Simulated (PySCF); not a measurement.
A GIAO shielding run with PySCF 2.14 (density fitting, non-relativistic, gas phase) on `SCC([Si@H](C#C)F)(C)C`, C$_{6}$H$_{11}$FSSi:

```
$ OMP_NUM_THREADS=1 python probes_run.py task.json out

{"job": {"kind": "nmr", "xc": "PBE0", "basis": "pcSseg-1"}, "charge": 0, "multiplicity": 1}
C      2.874683    -1.997279    -1.096148
C      2.162205    -1.555648    -0.234447
Si     1.042848    -0.842390     1.047380
F      0.343428    -2.058154     1.847550
C     -0.363080     0.141647     0.185294
C     -1.258984     0.790171     1.244485
C     -1.205243    -0.800723    -0.678735
C      0.279175     1.208583    -0.698999
S     -0.893792     2.265117    -1.630616
H      3.500355    -2.393005    -1.844002
H      1.754347    -0.084608     2.065986
H     -0.711416     1.538655     1.816756
H     -2.119609     1.269908     0.778925
H     -1.633469     0.038165     1.935814
H     -0.587592    -1.305685    -1.419608
H     -1.688705    -1.554509    -0.062063
H     -1.977436    -0.239992    -1.204052
H      0.883533     0.741244    -1.476724
H      0.915754     1.878649    -0.120948
H     -1.322151     2.970531    -0.586065
```

Hardware: 1 thread of an Arm Neoverse N1, shared host. The job also computes population analyses, field gradients.

(1) How large is the calculation?

(2) How long does it take, and how much memory does it need?

Results:

(1) 86 electrons, 222 basis functions and 1195 auxiliary functions.

(2) 110 s of wall time, with 14 SCF cycles and 5 response iterations; peak memory 1.1 GiB. Times on a shared host scatter by some tens of per cent.
